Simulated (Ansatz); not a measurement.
# Relaxing a trial structure of CH4FMgN

The starting geometry of this gas-phase singlet was optimised with GFN2-xTB; its bonds are those of `N[CH2][Mg][F]`.

```tsv
atom	x (Å)	y (Å)	z (Å)
C	-1.2892	0.8803	1.0681
F	-3.6530	2.2802	2.5346
Mg	-2.8636	0.7412	2.4928
N	-0.4369	-0.2678	1.0816
H	-0.7947	1.8250	1.3106
H	-1.8054	0.9847	0.1153
H	-0.1870	-0.5936	0.1549
H	0.3985	-0.1189	1.6338
```

**Question.** Where would you expect an optimisation with PBE0-D3(BJ)/def2-SVP to take it?

**Answer.** A new bond forms, giving a structure given below by its coordinates. Contacts that close: Mg3–N4 (2.98 → 2.17 Å).

The energy falls by 1.13 eV over 19 steps:

| step | E − E(last) (eV) |
| --- | --- |
| 1 | 1.129 |
| 3 | 0.631 |
| 5 | 0.358 |
| 7 | 0.239 |
| 9 | 0.180 |
| 11 | 0.138 |
| 13 | 0.019 |
| 15 | 0.000 |
| 17 | 0.000 |
| 19 | 0.000 |

Final geometry (Å):

| atom | x (Å) | y (Å) | z (Å) |
| --- | --- | --- | --- |
| C | -1.0795 | 1.2882 | 0.6384 |
| F | -3.8100 | 1.1581 | 3.3202 |
| Mg | -2.5217 | 1.1843 | 2.1081 |
| N | -0.8636 | -0.0150 | 1.3976 |
| H | -0.1501 | 1.8629 | 0.5144 |
| H | -1.4510 | 1.0432 | -0.3694 |
| H | -0.7260 | -0.8315 | 0.8006 |
| H | -0.0294 | 0.0409 | 1.9818 |

Frequencies at the end are all real (lowest 129 cm⁻¹). Run with Ansatz 0.2.0, 120 s on 1 thread of AMD EPYC (Zen 3), with other jobs on the host.
